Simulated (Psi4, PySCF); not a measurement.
Here is a job for Psi4.
```
memory 2 GB

molecule mol {
1 2
O    -0.465291    1.412206   -0.070958
S    -0.016267   -0.025673   -0.002457
O    -0.361073   -0.829278   -1.162329
O    -0.689353   -0.828607    1.003637
O     1.462984    0.162450    0.221684
H    -1.389015    1.659602   -0.211037
H     2.071144   -0.582999    0.314089
}

set {
  basis 6-31g*
  reference uhf
  freeze_core true
  mp2_type conv
  scf_type pk
  puream true
  d_convergence 1e-8
}

energy('mp2')
print_variables()
```

Give the equivalent PySCF input.

One answer among several that fit: 
```python
from pyscf import gto, scf, mp

mol = gto.Mole()
mol.atom = '''
    O    -0.46529138    1.41220598   -0.07095844
    S    -0.01626657   -0.02567348   -0.00245745
    O    -0.36107300   -0.82927774   -1.16232897
    O    -0.68935298   -0.82860665    1.00363709
    O     1.46298435    0.16245005    0.22168374
    H    -1.38901452    1.65960187   -0.21103719
    H     2.07114373   -0.58299923    0.31408907
'''
mol.basis = '6-31g*'
mol.charge = 1
mol.spin = 1
mol.verbose = 4
mol.build()

mf = scf.UHF(mol)
mf.kernel()

pt = mp.MP2(mf, frozen=9)
pt.kernel()
print('E(MP2) = %.10f' % pt.e_tot)
```

Both were run: Psi4 gave -698.453260 Eh and PySCF -698.453260 Eh, 0.000 mEh apart.
